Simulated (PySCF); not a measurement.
Isomers of C8H21NSi, from PySCF 2.14.0, PBE0-D3(BJ)/def2-SVP geometry optimisation, gas phase. One conformer each, no zero-point energy, no frequencies.

Task: Which is lower in electronic energy at this level?
A. `[CH3:1][CH2:2][C:3]([CH3:4])([CH3:5])[N:6]([SiH3:7])[CH:8]([CH3:9])[CH3:10]` with C1–C2–C3–C4 -53°, C2–C3–N6–Si7 33°, C3–N6–C8–C9 124°: A = 1357, B = 874.5, C = 779.0 MHz, dipole 1.36 D
B. `[CH3:1][CH2:2][SiH2:3][N:4]([CH:5]([CH3:6])[CH3:7])[CH:8]([CH3:9])[CH3:10]` with C1–C2–Si3–N4 59°, C2–Si3–N4–C5 -120°, Si3–N4–C5–C6 -63°, Si3–N4–C8–C9 112°: A = 1197, B = 840.3, C = 708.8 MHz, dipole 0.99 D

Result: B. That is `CC[SiH2]N(C(C)C)C(C)C`, 10.2 kcal/mol below the other.

| SMILES | mapped SMILES | E (Eh) | relative (kcal/mol) | relative (kJ/mol) | dipole (D) |
| --- | --- | --- | --- | --- | --- |
| CC[SiH2]N(C(C)C)C(C)C | [CH3:1][CH2:2][SiH2:3][N:4]([CH:5]([CH3:6])[CH3:7])[CH:8]([CH3:9])[CH3:10] | -660.85765 | 0.0 | 0.0 | 0.99 |
| CCC(C)(C)N([SiH3])C(C)C | [CH3:1][CH2:2][C:3]([CH3:4])([CH3:5])[N:6]([SiH3:7])[CH:8]([CH3:9])[CH3:10] | -660.84145 | 10.2 | 42.5 | 1.36 |

As drawn, the lower has an Si–C bond, which the higher lacks.
